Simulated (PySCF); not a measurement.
Choosing a molecule for a target property.

Species are written as SMILES; each is one conformer at its optimised geometry, gas phase, non-relativistic unless stated. Electronic properties by PySCF.

Dipoles, sizes and rotational constants follow the conformer. The torsions of the flexible species, by atom-mapped SMILES:
- `[CH3:1][C:2](=[S:3])[O:4][SiH3:5]`: C1–C2–O4–Si5 -179°
- `[CH3:1][N:2]([CH3:3])[SiH2:4][O:5][SiH2:6][O:7][SiH3:8]`: C1–N2–Si4–O5 91°, N2–Si4–O5–Si6 45°, Si4–O5–Si6–O7 -64°, O5–Si6–O7–Si8 -48°
- `[SiH3:1][O:2][C@H:3]1[CH2:4][S:5]1`: Si1–O2–C3–C4 -142°
- `[CH2:1]=[CH:2][CH2:3][P@:4](=[O:5])([OH:6])[c:7]1[cH:8][cH:9][cH:10][cH:11][cH:12]1`: C1–C2–C3–P4 -112°, C2–C3–P4–O5 -57°, C3–P4–C7–C8 68°, H–O6–P4–C3 166°
- `[CH3:1][C:2](=[O:3])[SiH2:4][SH:5]`: C1–C2–Si4–S5 -173°, H–S5–Si4–C2 -6°
- `[O:1]=[C:2]([OH:3])[C:4]1=[CH:5][CH:6]=[CH:7][C:8]12[CH2:9][CH2:10]2`: O1–C2–C4–C5 180°, H–O3–C2–O1 0°
- `[CH2:1]=[C:2]([O:3][CH3:4])[Se:5][CH3:6]`: C1–C2–O3–C4 4°, C1–C2–Se5–C6 -143°

(1) Wanted: lowest triplet excitation (Tamm–Dancoff) below 2 eV (TDA CAM-B3LYP/def2-SVPD) and vertical ionisation energy above 8.8 eV (ΔSCF CAM-B3LYP/def2-SVPD), at PBE0-D3(BJ)/def2-SVP geometries. Which candidate meets both?
A. `O=S=S`
B. `CN(C)[SiH2]O[SiH2]O[SiH3]`
C. `FB(F)[SiH3]`
D. `CC(=S)O[SiH3]`
E. `[SiH3]O[C@@H]1SC1`

(2) Wanted: dipole moment above 2 D (CAM-B3LYP/def2-SVPD) and electronic spatial extent ⟨r²⟩ about the centre of nuclear charge below 900 bohr² (CAM-B3LYP/def2-SVPD), at PBE0-D3(BJ)/def2-SVP geometries. Which candidate meets both?
A. `C=CC[P@](=O)(O)C1=CC=CC=C1`
B. `COC(=C)[Se]C`
C. `O=C(O)C1=CC=CC12CC2`
D. `CN(C)[SiH2]O[SiH2]O[SiH3]`
E. `c1cc[se]c1`
F. `CC(=O)[SiH2]S`
G. `CC(=S)O[SiH3]`

(3) Wanted: lowest singlet excitation between 5 eV and 6 eV (TDDFT CAM-B3LYP/def2-SVPD) and smallest rotational constant below 1.3 GHz (PBE0-D3(BJ)/def2-SVP), at PBE0-D3(BJ)/def2-SVP geometries. Which candidate meets both?
A. `CC(=O)[SiH2]S`
B. `O=S=S`
C. `FB(F)[SiH3]`
D. `C=CC[P@](=O)(O)c1ccccc1`
E. `O=C(O)C1=CC=CC12CC2`
F. `C1=C[Se]C=C1`
G. `C=C(OC)[Se]C`

(4) Wanted: HOMO energy above -7.6 eV (CAM-B3LYP/def2-SVPD) and HOMO–LUMO gap above 7 eV (CAM-B3LYP/def2-SVPD), at PBE0-D3(BJ)/def2-SVP geometries. Which candidate meets both?
A. `O=C(O)C1=CC=CC12CC2`
B. `CC(=S)O[SiH3]`
C. `C=CC[P@](=O)(O)c1ccccc1`
D. `O=S=S`
E. `FB(F)[SiH3]`
F. `C=C(OC)[Se]C`

Answers

(1) A. Computed values:
| species | lowest triplet excitation (Tamm–Dancoff) | vertical ionisation energy |
| --- | --- | --- |
| O=S=S | 1.72 eV | 10.70 eV |
| CC(=S)O[SiH3] | 3.10 eV | 8.97 eV |
| [SiH3]O[C@@H]1SC1 | 4.52 eV | 9.09 eV |
| FB(F)[SiH3] | 5.38 eV | 11.76 eV |
| CN(C)[SiH2]O[SiH2]O[SiH3] | 6.03 eV | 8.58 eV |

(2) F. Computed values:
```csv
species,dipole moment,electronic spatial extent ⟨r²⟩ about the centre of nuclear charge
c1cc[se]c1,0.37 D,511 bohr²
CN(C)[SiH2]O[SiH2]O[SiH3],1.19 D,1909 bohr²
O=C(O)C1=CC=CC12CC2,1.52 D,1311 bohr²
CC(=S)O[SiH3],1.75 D,744 bohr²
COC(=C)[Se]C,2.07 D,986 bohr²
CC(=O)[SiH2]S,3.20 D,810 bohr²
C=CC[P@](=O)(O)C1=CC=CC=C1,3.57 D,2310 bohr²
```

(3) D. Computed values:
| species | lowest singlet excitation | smallest rotational constant |
| --- | --- | --- |
| O=S=S | 2.27 eV | 4.430 GHz |
| CC(=O)[SiH2]S | 3.76 eV | 1.456 GHz |
| O=C(O)C1=CC=CC12CC2 | 4.48 eV | 0.882 GHz |
| C=C(OC)[Se]C | 4.72 eV | 1.199 GHz |
| C=CC[P@](=O)(O)c1ccccc1 | 5.35 eV | 0.548 GHz |
| C1=C[Se]C=C1 | 5.47 eV | 2.349 GHz |
| FB(F)[SiH3] | 6.69 eV | 2.711 GHz |

(4) F. Computed values:
```csv
species,HOMO energy,HOMO–LUMO gap
FB(F)[SiH3],-10.63 eV,10.55 eV
O=S=S,-9.61 eV,6.39 eV
C=CC[P@](=O)(O)c1ccccc1,-8.76 eV,8.72 eV
CC(=S)O[SiH3],-8.14 eV,7.65 eV
O=C(O)C1=CC=CC12CC2,-7.96 eV,7.29 eV
C=C(OC)[Se]C,-7.29 eV,8.18 eV
```
